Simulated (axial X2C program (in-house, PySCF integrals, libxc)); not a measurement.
**Potential curves of HfTe, with spin–orbit coupling**

All values were computed with an axial X2C code built on PySCF integrals. Two-component (2c) means X2C with spin–orbit coupling and atomic mean-field two-electron Coulomb and Gaunt terms. Basis: Hf dyall-cv3z [13s14p9d7f4g], Te dyall-cv3z [11s12p8d4f1g] (cores contracted in-house); Gaussian nuclei, density fitting, unrestricted open shells. Masses: Hf 179.947 u, Te 129.906 u.

State: Ω = 0 (closed shell). Energies in eV from the lowest point of each curve. Fits are polynomials in 1 − R0/R over 0.85 to 1.23 times the lowest point R0.

```csv
R (Å),PBE0,TPSSh
2.1828,1.4821,1.5040
2.2832,0.6089,0.6280
2.3585,0.2379,0.2525
2.4337,0.0494,0.0576
2.5090,0.0000,0.0000
2.5968,0.0738,0.0624
2.6846,0.2494,0.2249
2.7975,0.5743,0.5309
2.9355,1.0568,0.9879
3.1362,1.8116,1.7036
```

The state is a single determinant with fixed occupations, the lowest that a limited PBE0 search found. Closed shells are restricted here (equal orbitals for both partners); the stretched side of such a curve lies too high. Other states lie close and PBE0, whose exact exchange favours high spin, may order them wrongly; the determinant shown need not be the ground state. The nearest other 2c determinant of the search, Ω = 1, lies 0.25 eV up at the distance of the search.

Question: What are Re and ωe at the PBE0 level?

Answer: At PBE0, 2c: Re = 2.503 Å, ωe ≈ 261 cm⁻¹; Be follows as 0.0357 cm⁻¹.

Question: Fit the TPSSh curve near its minimum: give the equilibrium distance and the harmonic wavenumber.

Answer: At TPSSh, 2c: Re = 2.509 Å, ωe ≈ 256 cm⁻¹; Be follows as 0.0355 cm⁻¹.
